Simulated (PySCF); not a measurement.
Input for PySCF: R-HF/3-21G on CH6AlN (SMILES C[NH][AlH2]), a point of a torsion scan.

```python
from pyscf import gto, scf, dft, mp
from pyscf.data.elements import chemcore

mol = gto.M(
    atom='''
    C    -1.31031425    0.26173142    0.22866162
    N    -0.06343800   -0.47463059    0.01821159
    Al    1.63051869    0.05209912   -0.16906302
    H    -2.03245760    0.06528713   -0.56946613
    H    -1.08884149    1.32832242    0.23534822
    H    -1.77184772   -0.00196550    1.18552227
    H    -0.26778938   -1.47205304   -0.01525459
    H     2.77297686   -0.86987021    0.29844957
    H     2.01719924    1.41901948   -0.77210782
    ''',
    basis='3-21g',
    charge=0, spin=0, verbose=3, max_memory=1800)
mf = scf.RHF(mol)
mf.conv_tol = 1e-8
mf.max_cycle = 100
mf.kernel()
if not mf.converged:
    mf = mf.newton().run(mf.mo_coeff, mf.mo_occ)
```

Program output:

```
converged SCF energy = -335.872933498895
```

The run converged.

Cost: around 0.3 core-seconds (rough).
